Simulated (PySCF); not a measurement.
Two-photon absorption: `O=C[c-]1cccc1`, [C6H5O]-, charge -1

Cartesian coordinates in Å; atom numbers follow the order of the lines, from 1:
```xyz
12

O    -2.8714    1.2379    0.3431
C    -2.1558    0.3459   -0.1071
C    -0.7330    0.2385   -0.0831
C     0.2029    1.1602    0.4797
C     1.4816    0.6531    0.2756
C     1.3696   -0.5937   -0.4180
C     0.0195   -0.8459   -0.6365
H    -2.6460   -0.5366   -0.6229
H    -0.0701    2.0923    0.9773
H     2.4187    1.1231    0.5896
H     2.2040   -1.2329   -0.7211
H    -0.4115   -1.7155   -1.1410
```

Total charge -1.

Method: PySCF, TDDFT CAM-B3LYP/def2-TZVPD excited states, vertical, gas phase. Geometry: PBE0-D3(BJ)/def2-SVP.

For a gas-phase anion, states above the detachment energy (about 2.3 eV, taken as minus the energy of the highest occupied orbital) lie in the continuum and depend on the basis.

Problem. Give the one- and two-photon strengths of the lowest singlets.

Solution. δ for parallel linear polarisation; σ at the peak of a Lorentzian of half width 0.1 eV, single beam; Ω is circular over linear.
| state | E (eV) | f | photon λ (nm) | δ (au) | σ (GM) | Ω | main |
| --- | --- | --- | --- | --- | --- | --- | --- |
| S1 | 4.16 | 0.004 | 596 | 157 | 1.00 | 1.50 | HOMO→LUMO 0.62, HOMO−1→LUMO 0.17 |
| S2 | 4.27 | 0.001 | 581 | 162 | 1.08 | 1.50 | HOMO−1→LUMO 0.59, HOMO→LUMO 0.25 |
| S3 | 4.47 | 0.082 | 555 | 48.5 | 0.35 | 1.43 | HOMO→LUMO+3 0.59, HOMO−1→LUMO+3 0.39 |
| S4 | 4.50 | 0.001 | 551 | 3.64 | 0.03 | 1.50 | HOMO−2→LUMO+3 0.94 |
| S5 | 4.60 | 0.018 | 539 | 154 | 1.20 | 1.50 | HOMO→LUMO+1 0.74 |
| S6 | 4.68 | 0.020 | 530 | 9.98 | 0.08 | 1.50 | HOMO−1→LUMO+2 0.52, HOMO−1→LUMO+1 0.20 |

Among these, the strongest one-photon state is S3, the strongest two-photon state S5.
